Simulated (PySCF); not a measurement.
HfCl3, SMILES [Hf+]([Cl])([Cl])[Cl], charge +1, multiplicity 1. Coordinates come from a PBE-D3(BJ)/def2-SVP optimisation. The multiplicity is an assumed one; other spin states were not compared. The isomer is the one that the SMILES or the coordinates give; other isomers of the formula were not compared. The def2 effective core potentials stand for the cores of Hf; spin–orbit coupling is left out.

Computed equilibrium geometry at PBE-D3(BJ)/def2-SVP (PySCF confirms it by a frequency run) as Cartesian coordinates in Å, and its point group:
point group C3v.
```xyz
4

Hf     0.0000     0.0000     0.3641
Cl     1.8181     1.0497    -0.5140
Cl     0.0000    -2.0994    -0.5140
Cl    -1.8181     1.0497    -0.5140
```
Charge +1, spin multiplicity 1.
